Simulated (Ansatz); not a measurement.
MnMe2 (C2H6Mn). Charge 0, multiplicity 6. Geometry r2SCAN-D4/def2-TZVP; atoms count from 1.

```tsv
atom	x (Å)	y (Å)	z (Å)
Mn1	0.0082	0.0288	0.0136
C2	-0.2704	-0.8099	1.8799
H3	0.2714	-1.7572	1.9935
H4	-1.3260	-1.0289	2.0835
H5	0.0737	-0.1552	2.6903
C6	0.2713	0.8130	-1.8785
H7	0.7294	1.8097	-1.8602
H8	-0.6769	0.9160	-2.4208
H9	0.9193	0.1837	-2.5014
```

(1) Estimate the Mulliken populations from the PBE0/def2-TZVP orbitals of Ansatz.

(2) Where does the spin sit?

(3) And the Mayer bond orders between heavy atoms (over 0.3)?

## Answers

(1) 
```csv
atom,charge (e),spin (α − β),d electrons
Mn1,0.66,5.25,5.15
C2,-0.73,-0.15,–
H3,0.13,0.01,–
H4,0.13,0.01,–
H5,0.13,0.01,–
C6,-0.73,-0.15,–
H7,0.13,0.01,–
H8,0.13,0.01,–
H9,0.13,0.01,–
```
Mulliken values depend strongly on the basis.

(2) Summed by element: Mn 5.25, C -0.31, H 0.06, of 5 unpaired in all. Largest on single atoms: Mn1 5.25, C2 -0.15, C6 -0.15.

(3) Mn1–C2 0.77 (2.06 Å); Mn1–C6 0.77 (2.06 Å).
